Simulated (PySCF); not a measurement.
C2H8OSi2, SMILES [Si@H]1(C)CO[SiH2]1. Geometry optimised at TPSSh-D3(BJ)/def2-SVP. The structure was generated by enumeration; whether it is a known compound was not checked.

**Question.** Give the equilibrium geometry at TPSSh-D3(BJ)/def2-SVP (PySCF confirms it by a frequency run) as Cartesian coordinates in Å. (The exact figures need the calculation; the answer reports its results.)

**Answer.** 
```xyz
13

C      2.3323    -0.7302    -0.0965
Si     0.7458    -0.0475     0.6635
C     -0.0478     1.4637    -0.2634
O     -1.3144     0.8932    -0.6958
Si    -1.3493    -0.7091    -0.1239
H      2.5990    -1.6992     0.3558
H      3.1750    -0.0378     0.0660
H      2.2109    -0.8798    -1.1809
H      0.9301     0.1751     2.1276
H     -0.2382     2.3473     0.3709
H      0.5221     1.8051    -1.1464
H     -2.4850    -0.9595     0.8090
H     -1.4581    -1.7048    -1.2298
```
